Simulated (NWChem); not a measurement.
# C$_{2}$HCl$_{2}$FSi; SMILES C#C[Si](F)(Cl)Cl

Program: NWChem. Pople sets run with spherical d functions. The geometry was optimised at PBE0/def2-SVP. Level: M05-2X/6-31G* with SMD (1 M gas to 1 M solution), gas-phase geometry. Reactions with the solvent are ignored.

### Question
Order these by “solvation free energy (kcal/mol)”, lowest first: acetonitrile; water; cyclohexane; dichloromethane; dimethyl sulfoxide.

### Answer
dichloromethane (-4.4), acetonitrile (-3.7), cyclohexane (-2.6), dimethyl sulfoxide (-2.1), water (0.5)
